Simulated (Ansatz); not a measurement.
Cost and result for the atomization energy of BFH6O2Si2, SMILES `FB(O[SiH3])O[SiH3]` (12 atoms, 11 bonds).

```xyz
12

F     0.242    0.727    1.161
B     0.008    0.023    0.039
O     0.937   -0.845   -0.406
Si    2.431   -1.286    0.152
O    -1.154    0.198   -0.622
Si   -2.473    1.159   -0.355
H     2.959   -2.287   -0.801
H     2.314   -1.882    1.506
H     3.326   -0.104    0.200
H    -2.073    2.588   -0.367
H    -3.423    0.887   -1.457
H    -3.094    0.822    0.950
```

The species carries charge 0 and has multiplicity 1. The structure was optimised at the PBE0-D4/def2-TZVP level. It is one conformer, not always the lowest. Program: Ansatz. All runs use 4 threads of an Intel Xeon Platinum 8259CL on a shared host. Times are those of one run each, without the atoms' runs, and a repeat can differ threefold. Electronic energies, without spin–orbit coupling; frozen cores. CCSD(T)/CBS adds CCSD(T) − MP2 in def2-TZVPP to the MP2 limit, and its time is that of the two runs behind it. T1 = 0.012. B3LYP takes the VWN-RPA correlation (the form of Gaussian; ORCA's B3LYP/G). HSE06 is the plane-wave form, built on full-range PBE exchange.

CCSD(T)/CBS is a level of theory with its own doubt, some kJ/mol a heavy atom from the limit and from the frozen cores, so smaller differences don't rank the functionals.

| level | functions | wall time | atomization (kJ/mol) | difference from CCSD(T)/CBS | per bond |
| --- | --- | --- | --- | --- | --- |
| revPBE-D4/def2-TZVPP | 292 | 2.8 s | 4522.8 | -119.7 | -10.9 |
| PBE-D4/def2-TZVPP (with forces) | 292 | 3.8 s | 4635.2 | -7.3 | -0.7 |
| PBE0-D4/def2-TZVPP | 292 | 4.9 s | 4571.6 | -70.9 | -6.4 |
| HSE06-D4/def2-TZVPP | 292 | 5.5 s | 4574.4 | -68.1 | -6.2 |
| BHLYP-D4/def2-TZVPP | 292 | 6 s | 4521.3 | -121.2 | -11.0 |
| B3LYP-D4/def2-TZVPP (with forces) | 292 | 7 s | 4622.3 | -20.2 | -1.8 |
| r2SCANh-D4/def2-TZVPP | 292 | 7.5 s | 4613.1 | -29.4 | -2.7 |
| B97M-V/def2-TZVPP | 292 | 9.5 s | 4646.8 | 4.3 | 0.4 |
| CCSD(T)/def2-SVP | 122 | 10 s | 4358.1 | -284.4 | -25.9 |
| ωB97M-V/def2-TZVPP (with forces) | 292 | 15 s | 4647.3 | 4.8 | 0.4 |
| MP2/def2-QZVPP | 548 | 31 s | 4693.0 | 50.5 | 4.6 |
| CCSD(T)/def2-TZVPP | 292 | 4.1 min | 4521.7 | -120.8 | -11.0 |
| CCSD(T)/CBS(def2) | – | 4.6 min | 4642.5 | 0.0 | 0.0 |

The D4 term adds +39.2 kJ/mol with B3LYP and +20.7 kJ/mol with PBE0; it sums over pairs of atoms, weighted by their polarisabilities, and B3LYP, whose exchange is more repulsive, gets the larger term. In def2-TZVPP, CCSD(T) changes the Hartree–Fock value by +986.6 kJ/mol (the triples alone add +53.4 kJ/mol) and MP2 by +1084.5 kJ/mol; breaking electron pairs costs correlation energy, which Hartree–Fock lacks. From r2SCAN to r2SCAN0 (25 % exact exchange), in def2-TZVPP and without D4, the atomization energy moves by −74.7 kJ/mol: exact exchange takes away binding that semilocal exchange gives to molecules.
